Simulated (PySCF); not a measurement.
# Steps of a relaxation of [Tl(OH)2]+

[Tl(OH)2]+ (singlet). PySCF 2.14.0, RKS PBE, Tl def2-SVP with ECP60, O def2-SVP, H def2-SVP; non-relativistic Hamiltonian with scalar-relativistic core potentials where named; density fitting; no spin-orbit coupling. Origin of the start: template. Columns: position (Å) and force (eV/Å). Energies are counted from the last step; some of the 17 steps are shown. Forces carry noise of the integration grid, about 0.01 to 0.03 eV/Å.

Run from Python with OMP_NUM_THREADS=2. Where DIIS fails, smearing, a level shift and second-order steps follow.
It took 26 s on 2 threads of Arm Neoverse V1, with other jobs on the host, from the converged density of the start.

```xyz
5
step 0  E = 1.710 eV
Tl    0.0000    0.0000   -0.1146     0.00    0.00   -0.70
O     1.7912    0.0000    0.6870    -0.87    0.42    1.71
H     2.7508   -0.0906    0.7461     0.86   -0.30   -1.36
O    -1.7912    0.0000    0.6870     0.87   -0.42    1.71
H    -2.7508    0.0906    0.7461    -0.86    0.30   -1.36
```

```xyz
5
step 5  E = 0.535 eV
Tl    0.0000    0.0000    0.0577     0.00    0.00    0.49
O     1.8548    0.0990    0.8839     0.33    0.12    0.20
H     2.7169   -0.1527    0.4632    -0.48   -0.04   -0.44
O    -1.8548   -0.0990    0.8839    -0.33   -0.12    0.20
H    -2.7169    0.1527    0.4632     0.48    0.04   -0.44
```

```xyz
5
step 11  E = 0.004 eV
Tl    0.0000    0.0000    0.6541     0.00    0.00   -0.01
O     1.9820    0.1843    0.9110     0.14   -0.01   -0.05
H     2.4798   -0.1860    0.1378    -0.12    0.02    0.05
O    -1.9820   -0.1843    0.9110    -0.14    0.01   -0.05
H    -2.4798    0.1860    0.1378     0.12   -0.02    0.05
```

Problem. Where does the relaxation end?

Solution. It converges at step 16 in C2:
```xyz
5
step 16  E = 0
Tl    0.0000    0.0000    0.6932
O     1.9902    0.2015    0.9062
H     2.4456   -0.1968    0.1231
O    -1.9902   -0.2015    0.9062
H    -2.4456    0.1968    0.1231
```

Problem. How did the contacts change?

Solution. 
```
    contact  start (Å)  end (Å)
Tl1–O2 (OH)      1.962    2.012
Tl1–O4 (OH)      1.962    2.012
```
